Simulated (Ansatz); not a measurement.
One change: `C[SiH2]C[AsH2]` becomes `C[SiH2]CC=S`.

Ansatz, PBE0-D4/def2-TZVP geometries, multiplicity 1. Each molecule was computed in one conformer, which needn't be the lowest.

Scalar relativity is left out up to krypton.

```
                             property  `C[SiH2]C[AsH2]`
    HOMO energy (PBE/def2-TZVPP) / eV             -6.16
LUMO energy (ωB97M-V/def2-TZVPP) / eV              1.91
  HOMO energy (B3LYP/def2-TZVPP) / eV             -7.08
 HOMO–LUMO gap (PBE0/def2-TZVPP) / eV              7.53
    LUMO energy (PBE/def2-TZVPP) / eV             -0.54
HOMO energy (ωB97M-V/def2-TZVPP) / eV             -9.44
```

Task: What does the change do to each property? (Best estimate.)

Result: Ansatz gave: 
```tsv
property	`C[SiH2]CC=S`	shift
HOMO energy (PBE/def2-TZVPP) / eV	-5.10	1.06
LUMO energy (ωB97M-V/def2-TZVPP) / eV	0.09	-1.82
HOMO energy (B3LYP/def2-TZVPP) / eV	-6.10	0.98
HOMO–LUMO gap (PBE0/def2-TZVPP) / eV	4.32	-3.21
LUMO energy (PBE/def2-TZVPP) / eV	-2.91	-2.37
HOMO energy (ωB97M-V/def2-TZVPP) / eV	-8.56	0.88
```

With PBE0 the HOMO rises by 0.93 eV and the LUMO falls by 2.28 eV, so the gap narrows by about 3.21 eV. PBE moves the HOMO by 1.06 eV and ωB97M-V by 0.88 eV.

B3LYP here is the variant with VWN-RPA as its local correlation; programs differ in this.
